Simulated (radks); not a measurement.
Problem. All-electron atom: C3+ in 1s1 2s1 3d1 (not the ground configuration). All-electron calculation, scalar-relativistic Kohn-Sham, r2SCAN, spin-polarised, spherical densities, finite nucleus; open shells are filled with parallel spins first; meta-GGA in the generalised Kohn-Sham scheme; Fermi nuclear charge, rms radius 2.4702 fm. Program: a radial shooting solver on a logarithmic mesh with Libxc functionals. Some entries of the table are withheld. Estimate them.

orbital,occ.,eigenvalue (hartree),<r> (bohr)
1s up,1,(1),0.2512
2s up,1,-2.72907,1.123
2p up,0,-2.45065,1.003
3s up,0,(2),2.845
3d up,1,-0.78043,2.460

Solution. 
(1) 1s up eigenvalue (hartree): -15.21612
(2) 3s up eigenvalue (hartree): -0.92560
